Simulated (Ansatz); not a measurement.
Geometry optimisation, Ansatz 0.2.0, RHF/def2-SVP.

input.yaml

```yaml
crystal:
  periodic: [false, false, false]
  atoms:
    - { symbol: B, position_ang: [0.0, 0.0, 0.0] }
    - { symbol: H, position_ang: [0.0, 0.0, 1.54] }
    - { symbol: F, position_ang: [1.1431, 0.0, -0.66] }
    - { symbol: C, position_ang: [-1.3856, 0.0, -0.8] }
    - { symbol: H, position_ang: [-1.9458, -0.9305, -0.5708] }
    - { symbol: H, position_ang: [-1.9898, 0.8797, -0.4946] }
    - { symbol: H, position_ang: [-1.1839, 0.0508, -1.8903] }
    - { symbol: S, position_ang: [0.0982, 2.076, 0.6906] }
    - { symbol: H, position_ang: [0.6507, 2.1151, 1.9763] }
    - { symbol: H, position_ang: [0.0413, 0.8741, 1.6662] }
basis:
  gaussian: { orbitals: def2-SVP }
hamiltonian:
  xc: hf
relax:
  f_tol: 0.15
  max_steps: 25
  restrain:
    - { distance: [0, 7], at: 1.89, k: 30.0 }
    - { distance: [9, 1], at: 0.66, k: 30.0 }
    - { distance: [0, 1], at: 2.39, k: 30.0 }
    - { distance: [9, 7], at: 2.6, k: 30.0 }
```

Command:

```bash
$ ansatz run input.yaml --threads 1 --pin off --max-ram 2048MiB --backend cpu --events-out ev --progress --plain --runs-dir out
```

Task: Where does it end, and by what steps?

Result: It converged. The restraints hold the end off the free minimum. After 11 steps the energy has fallen by 4.694 eV (the restraints' own energy left out); H9 moved furthest, 1.17 Å. Parted: S8–H10 (1.55 → 2.61 Å).

```tsv
step	energy less start (eV)	largest force component (eV/Å)	accepted
0	0.0000	4.292	yes
1	-1.1697	5.564	yes
2	-2.2350	5.237	yes
3	-3.3868	3.287	yes
4	-3.9166	2.645	yes
5	-4.2802	1.602	yes
6	-4.4416	1.386	yes
7	-4.5681	1.343	yes
8	-4.6624	1.048	yes
9	-4.6633	1.683	yes
10	-4.6744	1.670	yes
11	-4.6945	1.656	yes
```

```xyz
10
Properties=species:S:1:pos:R:3
B -0.039 0.671 -0.164
H -0.239 -0.480 1.934
F 1.091 0.000 -0.285
C -1.353 0.110 -0.812
H -1.503 -0.934 -0.527
H -2.243 0.683 -0.554
H -1.239 0.127 -1.902
S 0.002 2.348 0.649
H 1.287 2.339 1.015
H -0.336 0.203 2.103
```

The run took 20 s on 1 thread of Arm Neoverse V2, with other jobs on the host, peak memory 0.16 GiB.
